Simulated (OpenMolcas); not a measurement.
A run on Mn4+ with 6 ligands (fluoride) in octahedral coordination (Oh) at 1.75 Å. A charge of +0.333 e stands 2.4 Å behind each ligand. Ligand basis ANO-RCC-VDZP.
```
Mn    0.0000    0.0000    0.0000
F     1.7500    0.0000    0.0000
F     0.0000    1.7500    0.0000
F    -1.7500    0.0000    0.0000
F     0.0000   -1.7500    0.0000
F     0.0000    0.0000    1.7500
F     0.0000    0.0000   -1.7500
```

| Property | Result |
| --- | --- |
| Program | OpenMolcas |
| Method | CASSCF |
| Basis | ANO-RCC-VDZP [5s4p2d1f] |
| Scalar Hamiltonian | DKH2, point nucleus |
| Active space | 3 electrons in 5 orbitals (3d) |
| State averaging | 2S+1 = 4 even, 10 roots; 2S+1 = 2 even, 40 roots |
| Spin-orbit coupling | state interaction with AMFI integrals over the reference wave functions |

118 basis functions. Blocks (2S+1, parity, CSFs, roots kept): 4, even, 10, 10; 2, even, 40, 40.

Q: How long do the RASSCF and RASSI steps take on 1 thread of AMD EPYC 9R45 96-Core Processor (Zen 5), with other jobs on the host?

A: About 12 s of wall time, without the integral step.
